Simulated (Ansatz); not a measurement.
Reaction (formal exchange of groups at the Si–B bond): `C=CB[SiH2][SiH3]` + BH₃ → `B[SiH2][SiH3]` + `BC=C`

Program: Ansatz. Geometries: PBE0-D4/def2-TZVP. ΔE: electronic, gas phase. CCSD(T)/CBS is the MP2 limit (def2-TZVPP, def2-QZVPP) plus CCSD(T) − MP2 in def2-TZVPP, frozen cores. This one scheme is used for every species. Functionals use def2-TZVPP. Each species was taken in one conformer, which may not be the lowest.

`C=CB[SiH2][SiH3]`:

Cartesian coordinates in Å:
```
C 2.095 -1.576 -1.392
C 1.582 -0.538 -0.717
B 0.159 -0.042 -1.011
Si -0.726 1.435 0.009
Si -1.805 0.391 1.816
H 1.510 -2.084 -2.153
H 3.100 -1.952 -1.219
H 2.212 -0.065 0.035
H -0.468 -0.631 -1.848
H -1.764 2.175 -0.764
H 0.227 2.427 0.588
H -2.790 -0.612 1.327
H -0.809 -0.313 2.670
H -2.525 1.385 2.659
```

BH₃:

```xyz
4

B     0.000    0.000    0.000
H     0.280   -0.767   -0.870
H    -0.973   -0.183    0.666
H     0.693    0.950    0.204
```

`B[SiH2][SiH3]`:

```xyz
10

B     0.060    1.012   -1.607
Si   -0.919   -0.220   -0.391
Si    0.608   -0.536    1.375
H     0.004    2.197   -1.457
H     0.803    0.586   -2.441
H    -1.214   -1.561   -0.966
H    -2.166    0.343    0.199
H     0.901    0.759    2.046
H     1.885   -1.103    0.864
H     0.037   -1.475    2.378
```

`BC=C`:

```xyz
8

B     0.229   -0.889    0.898
C    -0.129   -0.278   -0.463
C    -0.153    1.051   -0.626
H     0.486   -0.154    1.810
H     0.258   -2.073    1.074
H    -0.371   -0.898   -1.324
H     0.081    1.714    0.202
H    -0.401    1.527   -1.572
```

```csv
species,B2PLYP energy (Eh)
`C=CB[SiH2][SiH3]`,-685.11158
BH₃,-26.58094
`B[SiH2][SiH3]`,-607.73735
`BC=C`,-103.95558
```

Task: Work out ΔE.

Result: ΔE = (-607.73735) + (-103.95558) − (-685.11158) − (-26.58094) = -0.00041 Eh = -1.1 kJ/mol. CCSD(T)/CBS gives +0.4 kJ/mol.

Largest T1 diagnostic among the species: 0.014.

In def2-TZVPP, CCSD(T) changes the Hartree–Fock value by +4.0 kJ/mol (the triples alone add +1.3 kJ/mol) and MP2 by +6.5 kJ/mol. The D4 term adds +4.5 kJ/mol with B3LYP and +2.9 kJ/mol with PBE0; it sums over pairs of atoms, weighted by their polarisabilities, and B3LYP, whose exchange is more repulsive, gets the larger term.

B3LYP here is the variant with VWN-RPA as its local correlation; programs differ in this.
